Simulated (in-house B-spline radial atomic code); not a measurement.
Configurations of the iron ion Fe⁺, with energies counted from [Ar] 3d6 4s1. Method: non-relativistic TPSSh, spin-polarised, spherical fractional occupations, exact exchange averaged over the configuration, point nucleus. Calculated with a radial B-spline atomic code at the basis-set limit. Shells without spins written out take the highest spin.

Occupations are held fixed; configurations that lie above the ionisation limit could autoionise.

```json
{"configuration": "[Ar] 3d7", "E - E(ref) (eV)": "0.3801", "highest orbital": "3d down", "its <r> (bohr)": "1.257"}
{"configuration": "[Ar] 3d6 5d1", "E - E(ref) (eV)": "12.721", "highest orbital": "5d up", "its <r> (bohr)": "10.66"}
{"configuration": "[Ar] 3d5 4s1 5s1", "E - E(ref) (eV)": "13.049", "highest orbital": "5s up", "its <r> (bohr)": "5.892"}
{"configuration": "[Ar] 3d5 4s1 5f1", "E - E(ref) (eV)": "17.871", "highest orbital": "5f up", "its <r> (bohr)": "14.67"}
{"configuration": "[Ne] 3s2 3p5 3d6 4s1 5d1", "E - E(ref) (eV)": "69.848", "highest orbital": "5d up", "its <r> (bohr)": "9.859"}
{"configuration": "[Ne] 3s2 3p5 3d6 4s1 5f1", "E - E(ref) (eV)": "71.217", "highest orbital": "5f up", "its <r> (bohr)": "14.68"}
```

Q: Order these further configurations by energy, lowest first.
A. [Ar] 3d6 5f1
B. [Ne] 3s2 3p5 3d6 4s1 5p1
C. [Ar] 3d6 4f1
D. [Ar] 3d6 4d1
E. [Ar] 3d5 4s1 5d1

A: D (10.34 eV), C (12.705 eV), A (13.894 eV), E (16.516 eV), B (67.83 eV).

Q: How far above the reference does [Ar] 3d6 5p1 lie?

A: 10.803 eV; its least bound orbital is 5p up with <r> = 7.351 bohr.
